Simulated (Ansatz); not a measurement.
**Question.** Predict a relaxed structure of the cluster Ta₃ (the lowest doublet isomer of a short search), charge 0, doublet, at PBE0-D4/def2-TZVP (Ansatz).

**Answer.** 
```xyz
3

Ta   -0.809   -0.742    0.875
Ta   -0.590    1.066   -0.758
Ta    1.400   -0.324   -0.117
```
Point group Cs (tolerance 0.1 Å). This is one stationary point.

In the def2 sets Ta takes a core potential; there is no spin–orbit coupling. The charge 0 doublet is spin-contaminated (final ⟨S²⟩ up to 2.49, 0.75 for a pure state). At PBE0-D4/def2-TZVP a quartet of charge 0 lies 0.26 eV below the doublet, each at its own geometry. The structure comes from a short search, and lower isomers may exist.
